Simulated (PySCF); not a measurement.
# BiP at r²SCAN

Computed with r²SCAN; basis Bi def2-SVP with ECP60, P def2-SVP; scalar-relativistic core potentials; PySCF 2.14.

```json
{
  "state": "¹Σ⁺ (singlet), closed shell",
  "bond length": "2.292 Å",
  "harmonic wavenumber": "474 cm⁻¹",
  "force constant": "3.57 mdyn/Å",
  "rotational constant Be": "0.1189 cm⁻¹",
  "anharmonicity ωexe": "1.03 cm⁻¹",
  "vibration–rotation constant αe": "0.000365 cm⁻¹",
  "well depth De to Bi + P": "274 kJ/mol",
  "dissociation energy D0": "271 kJ/mol",
  "HOMO–LUMO gap": "2.92 eV",
  "bond order (Mayer)": "2.95",
  "dipole moment (positive dipole means Bi(−)P(+))": "-2.10 D"
}
```

Spin–orbit coupling is left out, which matters for elements this heavy, above all for dissociation energies.
